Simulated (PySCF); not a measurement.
# Krypton: a sound run and one with changed settings

Sound run: Kr⁺ [Ar] 3d10 4s2 4p5, Kr²⁺ [Ar] 3d10 4s2 4p4. All numbers are calculated (PySCF 2.14, a scalar-relativistic core potential, in cc-pVTZ-PP with ECP10MDF (5s4p3d1f, 39 functions)). The sound run starts from symmetry-adapted Hartree-Fock orbitals and uses a fine grid where one is needed.

A second run was set up differently.

| species | method | sound run (hartree) | changed run (hartree) | converged |
| --- | --- | --- | --- | --- |
| Kr⁺ | UHF | -461.71667 | -461.71667 | yes |
| Kr⁺ | BP86 | -463.22906 | -463.22944 | yes |
| Kr⁺ | M06-2X | -463.24884 | -463.25256 | yes |
| Kr²⁺ | UHF | -460.86154 | -460.86154 | yes |
| Kr²⁺ | BP86 | -462.33108 | -462.33103 | yes |
| Kr²⁺ | M06-2X | -462.36174 | -462.35827 | yes |

Ionisation energy of Kr⁺:

```
method  sound run (eV)  changed run (eV)
   UHF          23.269            23.269
  BP86          24.435            24.447
M06-2X          24.139            24.335
```

Problem. What was changed?
A. basis contracted for another Hamiltonian
B. all electrons correlated in a valence basis
C. too few SCF iterations
D. angular grid far too coarse

Solution. D. It used 14 angular points. A coarse angular grid integrates products of high-l functions wrongly, so density functionals can shift, and the SCF can exploit the error; Hartree-Fock and MP2 need no grid.
